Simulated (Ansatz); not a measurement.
Isolated molecules relaxed with PBE0-D4/def2-TZVP in Ansatz; ΔE leaves out vibrations. CCSD(T)/CBS adds triple-zeta CCSD(T) − MP2 to the extrapolated MP2 energy (def2 sets, frozen cores). This one scheme is used for every species. DFT in def2-TZVPP. B3LYP here is the variant with VWN-RPA as its local correlation; programs differ in this. Each species was taken in one conformer, which may not be the lowest.

`BB(C)O` + H₂O → `CB(O)O` + BH₃  (formal hydrolysis of a B–B bond)

```
             level  ΔE (kcal/mol)  difference from CCSD(T)/CBS
       LDA (SPW92)          -33.1                          1.5
        r2SCAN0-D4          -35.7                         -1.1
           ωB97X-V          -35.2                         -0.6
          PBE-QIDH          -35.5                         -0.9
               PBE          -32.0                          2.6
             B3LYP          -35.7                         -1.1
       HF/def2-SVP          -43.5                         -8.9
   CCSD/def2-TZVPP          -36.1                         -1.5
    MP2/def2-QZVPP          -36.1                         -1.5
SCS-MP2/def2-QZVPP          -36.5                         -1.9
       CCSD(T)/CBS          -34.6                            0
```

Largest T1 diagnostic among the species: 0.012.

Leaving LDA and LC-ωPBE aside and taking each functional with its dispersion term where it has one, the values, not all of them listed here, spread over 5.8 kcal/mol, from BHLYP-D4 to revPBE-D4. LDA lies −1.1 kcal/mol from PBE without D4. From r2SCAN to r2SCAN0 (25 % exact exchange), in def2-TZVPP and without D4, ΔE moves by −0.8 kcal/mol. In def2-TZVPP, CCSD(T) changes the Hartree–Fock value by +4.6 kcal/mol (the triples alone add +0.4 kcal/mol) and MP2 by +3.6 kcal/mol.
